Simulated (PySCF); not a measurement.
Electronic structure of Sb⁺ (antimony, charge +1) at the UHF level

Configuration: [Kr] 4d10 5s2 5p2, high-spin 3P determinant. All numbers are calculated (PySCF 2.14, scalar relativity through the core potential, in cc-pVTZ-PP with ECP28MDF (5s4p3d1f, 39 functions)).

- Total energy: -238.961838 hartree
- One-electron energy: -412.4559 hartree
- Hartree (Coulomb) energy: 191.7120 hartree
- Exchange energy: -18.2179 hartree
- ⟨S²⟩: 2.0099
- ⟨L²⟩: 2.027
- Sum of ⟨r⟩: 26.94 bohr
- Sum of ⟨r²⟩: 46.31 bohr²
- Traceless quadrupole moment −½Σ⟨3z² − r²⟩ along its main axis: 3.36 e·bohr²
- Time after the integrals: 0.15 s of wall time on 1 thread of Neoverse-V1 (shared host)

```json
{"shell": "4s α", "electrons": "1", "mean orbital energy (hartree)": "-6.84531", "spread (hartree)": "0", "rms radius, mean of both spins (bohr)": "0.849"}
{"shell": "4s β", "electrons": "1", "mean orbital energy (hartree)": "-6.83488", "spread (hartree)": "0", "rms radius, mean of both spins (bohr)": "0.849"}
{"shell": "4p α", "electrons": "3", "mean orbital energy (hartree)": "-4.91179", "spread (hartree)": "0.00560", "rms radius, mean of both spins (bohr)": "0.917"}
{"shell": "4p β", "electrons": "3", "mean orbital energy (hartree)": "-4.90132", "spread (hartree)": "0.02212", "rms radius, mean of both spins (bohr)": "0.917"}
{"shell": "4d α", "electrons": "5", "mean orbital energy (hartree)": "-1.93897", "spread (hartree)": "0.01516", "rms radius, mean of both spins (bohr)": "1.10"}
{"shell": "4d β", "electrons": "5", "mean orbital energy (hartree)": "-1.92931", "spread (hartree)": "0.02481", "rms radius, mean of both spins (bohr)": "1.10"}
{"shell": "5s α", "electrons": "1", "mean orbital energy (hartree)": "-0.98207", "spread (hartree)": "0", "rms radius, mean of both spins (bohr)": "2.36"}
{"shell": "5s β", "electrons": "1", "mean orbital energy (hartree)": "-0.82001", "spread (hartree)": "0", "rms radius, mean of both spins (bohr)": "2.36"}
{"shell": "5p α", "electrons": "2", "mean orbital energy (hartree)": "-0.60239", "spread (hartree)": "0", "rms radius, mean of both spins (bohr)": "2.87"}
```

Energies and moments cover only the electrons outside the core potential.
